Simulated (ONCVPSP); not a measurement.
**Transferability test, ONCV potential for argon (Ar)**

| Quantity | Value |
| --- | --- |
| Element | Ar |
| Generator | ONCVPSP 4.0.1 |
| Type | optimised norm-conserving Vanderbilt (ONCV) |
| Functional | LDA (Perdew-Zunger) |
| Relativity | scalar-relativistic |
| Frozen core | [Ne] |
| Valence charge | 8 |
| Reference configuration | 3s2 3p5 (charge +1) |
| Partial waves | 3s: rc 1.05 bohr, ncon 5, nbas 9, qcut 7.9 1/bohr, 2 projectors, debl 3.4 Ha; 3p: rc 1.40 bohr, ncon 4, nbas 7, qcut 6.6 1/bohr, 1 projector |
| Local potential | polynomial inside 1.00 bohr (lpopt 1, dvloc0 4 Ha) |
| Core correction | Teter function fitted to the true core (icmod 2), fcfact 0.25 |

Energies are relative to the spin-unpolarised reference configuration 3s2 3p5; without spin polarisation the order of configurations can differ from experiment.

**Question.** Give the all-electron excitation energy and the error of the potential for: 3s2 3p6; 3s2 3p4; 3s2 3p3; 3s2 3p2.

**Answer.**

| valence configuration | charge | ΔE all-electron (eV) | error AE − PS (meV) |
| --- | --- | --- | --- |
| 3s2 3p6 | 0 | -16.157 | +6.7 |
| 3s2 3p4 | +2 | 28.735 | +7.5 |
| 3s2 3p3 | +3 | 71.387 | +48 |
| 3s2 3p2 | +4 | 129.108 | +141 |

Levels in the configuration 3s2 3p3:

| level | all-electron (eV) | pseudo (eV) |
| --- | --- | --- |
| 3s | -65.489 | -65.417 |
| 3p | -50.012 | -49.944 |

Note: ghosts flagged at negative energy: s at -258.8 eV; no localised positive-energy state flagged. A true bound ghost makes a file unfit for plane-wave use.
